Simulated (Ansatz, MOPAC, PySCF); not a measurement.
Potential energy curve for trigermane, H8Ge3, SMILES [GeH3][GeH2][GeH3]. The Ge1–Ge8 bond (Ge1 also carries Ge, H, H; Ge8 carries H, H, H) is stretched with both fragments frozen at the PBE0/def2-SVP optimised geometry.

AM1, restricted, heats of formation (MOPAC); RKS-B3LYP/3-21G = restricted B3LYP/3-21G in PySCF; RHF/3-21G = restricted Hartree-Fock/3-21G in PySCF; UCCSD(T) = CCSD(T) on UHF/cc-pVDZ, cores with 3d frozen in Ansatz (a first-principles code).

Energies relative to the lowest point of each curve near equilibrium, in kJ/mol; the last columns give the difference from UCCSD(T):

```tsv
R / Å	AM1	RKS-B3LYP/3-21G	RHF/3-21G	UCCSD(T)	AM1 − UCCSD(T)	RKS-B3LYP/3-21G − UCCSD(T)	RHF/3-21G − UCCSD(T)
1.99	40.5	155.4	186.6	192.6	-152.1	-37.2	-6.0
2.16	5.4	47.4	60.3	61.9	-56.5	-14.6	-1.7
2.29	0.0	11.6	16.4	16.6	-16.6	-5.0	-0.2
2.37	3.0	2.3	4.0	3.9	-1.0	-1.6	0.1
2.43	7.5	0.0	0.1	0.0	7.5	0.0	0.1
2.50	14.9	1.2	0.0	0.1	14.8	1.1	-0.1
2.60	28.4	8.5	6.4	7.0	21.4	1.5	-0.7
2.72	47.7	23.4	21.2	22.5	25.2	0.9	-1.3
2.92	83.7	57.0	56.4	57.8	25.8	-0.8	-1.5
3.19	134.0	109.5	113.7	111.6	22.4	-2.1	2.2
3.56	199.3	179.3	195.1	183.0	16.2	-3.8	12.1
3.94	255.1	239.3	272.1	235.8	19.3	3.4	36.2
4.49	314.0	303.1	364.6	264.5	49.4	38.6	100.1
5.08	354.7	347.3	439.8	271.0	83.7	76.3	168.8
6.01	392.2	384.6	517.3	273.0	119.2	111.6	244.3
7.12	419.1	402.3	564.2	273.5	145.6	128.9	290.8
```

AM1 is furthest from UCCSD(T) at 1.99 (-152.1 kJ/mol, below); its mean absolute difference over the points is 48.6 kJ/mol.

RKS-B3LYP/3-21G is furthest from UCCSD(T) at 7.12 (128.9 kJ/mol, above); its mean absolute difference over the points is 26.7 kJ/mol.

RHF/3-21G is furthest from UCCSD(T) at 7.12 (290.8 kJ/mol, above); its mean absolute difference over the points is 54.1 kJ/mol.

The restricted form behind AM1, RKS-B3LYP/3-21G, RHF/3-21G keeps the bonding electrons paired and can't separate into open-shell fragments. The unrestricted determinant behind UCCSD(T) is spin-contaminated at 3.19 to 7.12 Å (<S²> up to 1.0, against 0.00 for a pure singlet).
